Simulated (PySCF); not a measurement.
# Simulated characterisation data

A single conformation, no solvent model, rapidly exchanging positions averaged, no relativistic terms. PBE0/pcSseg-1 with gauge-including orbitals; GFN2-xTB geometry; PySCF 2.14.0 with density-fitted response routines.

δ = σ(ref) − σ, references computed at the same level: TMS for ¹H and ¹³C. Where no couplings were computed, multiplicities follow the n + 1 count of equivalent neighbours, and m marks all less simple cases (inequivalent or close neighbours, rings, F or P nearby). Shifts are as computed. Against solution values, carbons near 30 ppm lie about +3 ppm off and those near 130 ppm about +5 ppm; carbons on Cl a further +6 ppm. Of 1309 compounds with measured shifts, 239 miss one by over three times the rms of a fit or turn the order of signals round; such compounds aren't used in these exercises. Carbons bonded to Cl come out too deshielded.

**1.** SMILES C=C1C=C([SiH2]C(Cl)Cl)C1=C, C7H8Cl2Si. ¹H NMR (500 MHz, computed): δ 8.01 (s, 1H), 5.70 (t, 1H), 5.22 (m, 1H), 5.18 (m, 1H), 5.16 (m, 1H), 5.11 (m, 1H), 4.65 (d, 2H). ¹³C{¹H} NMR (computed): δ 172.4 (CH), 159.1 (C), 157.3 (C), 157.0 (C), 103.4 (CH2), 101.5 (CH2), 72.6 (CH).

**2.** `InChI=1S/C7H5NSi/c1-2-3-4-7(9)5-6-8/h1,5H,9H3/b7-5-`. ¹H NMR (500 MHz, computed): δ 6.56 (s, 1H), 4.44 (s, 3H), 2.83 (s, 1H). ¹³C{¹H} NMR (computed): δ 149.5 (C), 132.2 (CH), 122.9 (C), 106.7 (C), 94.9 (CH), 77.7 (C), 72.4 (C).

**3.** `C=C1[SiH2]C=C(C(Cl)Cl)C1=C`, C7H8Cl2Si. ¹H NMR (500 MHz, computed): δ 6.88 (br s, 1H), 6.69 (s, 1H), 6.69 (br s, 1H), 6.48 (br s, 1H), 6.28 (t, 1H), 6.01 (br s, 1H), 4.83 (m, 2H). ¹³C{¹H} NMR (computed): δ 166.5 (C), 146.3 (C), 146.1 (C), 134.4 (CH), 132.1 (CH2), 120.9 (CH2), 86.1 (CH).

**4.** SMILES C#C[Si@@H]1[C@H](C#N)C12C=C2, C7H5NSi. ¹H NMR (500 MHz, computed): δ 7.72 (d, 1H), 7.23 (d, 1H), 4.23 (m, 1H), 2.04 (d, 1H), 1.01 (m, 1H). ¹³C{¹H} NMR (computed): δ 124.1, 122.4, 121.0, 107.0, 81.8, 22.5, 2.7.
